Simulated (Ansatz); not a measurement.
`CC[SiH](C)C[SiH](C)C[SiH](C)C[SiH](C)C` with charge +1, relaxed as a doublet with UKS PBE-D4/def2-SVP in Ansatz, starting from the PBE-D4/def2-SVP geometry of the neutral singlet. Force threshold 0.03 eV/Å.

Start:

```csv
atom,x (Å),y (Å),z (Å)
C1,4.141,1.889,-3.327
C2,3.636,0.595,-3.980
Si3,2.886,-0.667,-2.769
C4,4.191,-1.260,-1.532
C5,1.416,0.089,-1.837
Si6,0.332,-1.132,-0.871
C7,-0.614,-2.244,-2.073
C8,-0.885,-0.216,0.259
Si9,-1.808,-1.291,1.521
C10,-0.614,-1.862,2.871
C11,-3.271,-0.363,2.297
Si12,-2.910,1.334,3.063
C13,-4.262,1.793,4.307
C14,-2.802,2.667,1.722
H15,3.325,2.425,-2.798
H16,4.935,1.689,-2.577
H17,4.567,2.595,-4.070
H18,4.461,0.087,-4.527
H19,2.865,0.823,-4.749
H20,2.407,-1.852,-3.578
H21,5.054,-1.723,-2.053
H22,4.574,-0.413,-0.924
H23,3.767,-2.010,-0.835
H24,1.809,0.856,-1.132
H25,0.763,0.629,-2.559
H26,1.230,-1.994,-0.011
H27,-1.282,-1.637,-2.718
H28,-1.241,-2.977,-1.527
H29,0.081,-2.802,-2.731
H30,-0.332,0.572,0.817
H31,-1.622,0.310,-0.389
H32,-2.350,-2.512,0.811
H33,-0.215,-0.993,3.434
H34,-1.120,-2.534,3.594
H35,0.244,-2.412,2.434
H36,-3.698,-1.023,3.085
H37,-4.069,-0.236,1.532
H38,-1.588,1.282,3.797
H39,-4.065,2.784,4.766
H40,-5.253,1.839,3.809
H41,-4.326,1.046,5.124
H42,-3.752,2.724,1.151
H43,-1.985,2.460,1.003
H44,-2.617,3.664,2.172
```

```json
{"step": "1", "energy (eV)": "-42316.3664", "largest force component (eV/Å)": "1.371", "SCF passes": "32"}
{"step": "2", "energy (eV)": "-42316.6549", "largest force component (eV/Å)": "0.497", "SCF passes": "30"}
{"step": "3", "energy (eV)": "-42316.6910", "largest force component (eV/Å)": "0.164", "SCF passes": "28"}
{"step": "4", "energy (eV)": "-42316.6984", "largest force component (eV/Å)": "0.144", "SCF passes": "25"}
{"step": "5", "energy (eV)": "-42316.7034", "largest force component (eV/Å)": "0.079", "SCF passes": "24"}
{"step": "6", "energy (eV)": "-42316.7050", "largest force component (eV/Å)": "0.035", "SCF passes": "24"}
{"step": "7", "energy (eV)": "-42316.7058", "largest force component (eV/Å)": "0.040", "SCF passes": "24"}
{"step": "8", "energy (eV)": "-42316.7065", "largest force component (eV/Å)": "0.035", "SCF passes": "24"}
{"step": "9", "energy (eV)": "-42316.7075", "largest force component (eV/Å)": "0.054", "SCF passes": "24"}
{"step": "10", "energy (eV)": "-42316.7087", "largest force component (eV/Å)": "0.050", "SCF passes": "23"}
{"step": "11", "energy (eV)": "-42316.7099", "largest force component (eV/Å)": "0.057", "SCF passes": "24"}
{"step": "13", "energy (eV)": "-42316.7122", "largest force component (eV/Å)": "0.052", "SCF passes": "23"}
{"step": "15", "energy (eV)": "-42316.7132", "largest force component (eV/Å)": "0.051", "SCF passes": "23"}
{"step": "17", "energy (eV)": "-42316.7140", "largest force component (eV/Å)": "0.025", "SCF passes": "22"}
{"step": "19", "energy (eV)": "-42316.7145", "largest force component (eV/Å)": "0.024", "SCF passes": "23"}
{"step": "21", "energy (eV)": "-42316.7153", "largest force component (eV/Å)": "0.037", "SCF passes": "22"}
{"step": "23", "energy (eV)": "-42316.7161", "largest force component (eV/Å)": "0.053", "SCF passes": "22"}
{"step": "25", "energy (eV)": "-42316.7169", "largest force component (eV/Å)": "0.065", "SCF passes": "22"}
{"step": "27", "energy (eV)": "-42316.7177", "largest force component (eV/Å)": "0.082", "SCF passes": "22"}
{"step": "29", "energy (eV)": "-42316.7190", "largest force component (eV/Å)": "0.103", "SCF passes": "22"}
{"step": "31", "energy (eV)": "-42316.7208", "largest force component (eV/Å)": "0.125", "SCF passes": "22"}
{"step": "33", "energy (eV)": "-42316.7237", "largest force component (eV/Å)": "0.130", "SCF passes": "23"}
{"step": "35", "energy (eV)": "-42316.7262", "largest force component (eV/Å)": "0.102", "SCF passes": "23"}
{"step": "37", "energy (eV)": "-42316.7282", "largest force component (eV/Å)": "0.017", "SCF passes": "23"}
```

Force components are those of the run's own axes.

End:

```csv
atom,x (Å),y (Å),z (Å)
C1,4.112,1.677,-3.535
C2,3.448,0.428,-4.086
Si3,2.770,-0.828,-2.779
C4,4.094,-1.363,-1.565
C5,1.355,0.132,-1.903
Si6,0.279,-1.121,-0.921
C7,-0.767,-2.190,-2.049
C8,-0.809,0.050,0.147
Si9,-1.419,-1.039,1.614
C10,-0.165,-0.980,3.008
C11,-3.164,-0.391,2.057
Si12,-3.160,1.024,3.343
C13,-4.975,1.456,3.681
C14,-2.211,2.508,2.672
H15,3.389,2.351,-3.033
H16,4.926,1.445,-2.819
H17,4.571,2.263,-4.361
H18,4.169,-0.235,-4.623
H19,2.616,0.652,-4.786
H20,2.194,-2.002,-3.519
H21,4.945,-1.825,-2.107
H22,4.485,-0.505,-0.982
H23,3.708,-2.120,-0.854
H24,1.809,0.893,-1.235
H25,0.699,0.652,-2.633
H26,1.172,-1.941,-0.032
H27,-1.386,-1.564,-2.724
H28,-1.442,-2.841,-1.459
H29,-0.131,-2.847,-2.675
H30,-0.242,0.918,0.539
H31,-1.635,0.425,-0.491
H32,-1.562,-2.460,1.130
H33,0.019,0.055,3.361
H34,-0.532,-1.574,3.870
H35,0.800,-1.418,2.686
H36,-3.709,-1.285,2.436
H37,-3.699,-0.055,1.143
H38,-2.506,0.513,4.598
H39,-5.004,2.250,4.456
H40,-5.470,1.833,2.765
H41,-5.534,0.577,4.056
H42,-2.624,2.839,1.697
H43,-1.134,2.282,2.537
H44,-2.279,3.364,3.374
```

By distances, no bond broke or formed. The bond that changes most is C2–Si3, from 1.90 to 1.94 Å (atoms count from 1).

The force fell under the threshold at step 17, but the optimiser went on and released 0.014 eV more. No frequencies were taken in this run, so the end may be a saddle point.

Run time 2.2 min (2 threads of AMD EPYC 7R13 on a shared host and a share (18 GiB) of an NVIDIA H100 80GB HBM3), peak host memory 1.1 GiB.
